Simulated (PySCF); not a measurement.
Calculation: PySCF with PBE0-D3(BJ)/def2-TZVPD. Gas-phase values, no solvent. One relaxed conformer stands for a flexible species; it need not be the lowest. 

Reference species (SMILES): `N#[C][Al-][OH]` (lower singlet) (charge -1, multiplicity 1).

- HOMO = -0.65 eV

Changed species: `[OH][Al-][SiH3]` (lower singlet; H–O–Al–Si torsion 0°) (X = silyl, multiplicity 1; the reference has X = cyano, multiplicity 1).

Q: Predict the effect on the HOMO.

A: the HOMO rises by 0.42 eV, to -0.23 eV.
